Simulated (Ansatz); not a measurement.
Cartesian coordinates (Å):
SMILES: B[C@@H]1CCC[C@@H](C=C)C1
```xyz
24

B     -2.5053    -1.4321    -0.7448
C     -1.3437    -0.5484    -0.2298
C     -1.6314     0.4967     0.8628
C     -0.3518     1.0134     1.5337
C      0.6583     1.5276     0.4996
C      1.0079     0.4707    -0.5776
C      1.8445    -0.6529    -0.0201
C      3.1021    -0.9393    -0.3994
C     -0.2934    -0.0499    -1.2380
H     -2.3862    -2.0665    -1.7799
H     -3.4949    -1.6094    -0.0533
H     -0.9087    -1.4689     0.2914
H     -2.1593     1.3538     0.3864
H     -2.3341     0.0830     1.6153
H     -0.5954     1.8205     2.2563
H      0.1057     0.1956     2.1336
H      1.5871     1.8750     0.9978
H      0.2242     2.4139    -0.0155
H      1.6142     0.9701    -1.3641
H      1.3784    -1.2816     0.7614
H      3.6168    -0.3423    -1.1717
H      3.6663    -1.7742     0.0448
H     -0.0559    -0.8435    -1.9755
H     -0.7451     0.7887    -1.8132
```
Charge 0, multiplicity 1.

Method: frozen-core CCSD(T)/cc-pVDZ // PBE-D3(BJ)/def2-SVP (Ansatz, a first-principles code).

| Property | Result |
|---|---|
| HF energy | -336.34399 Ha |
| MP2 correlation energy | -1.20358 Ha |

Problem. Estimate the CCSD correlation energy, the (T) correction, the total energy and the T1 diagnostic.

Solution. 
```yaml
CCSD correlation energy: -1.30842 Ha
"(T) correction": -0.04557 Ha
CCSD(T) total energy: -337.69798 Ha
T1 diagnostic: 0.009
```
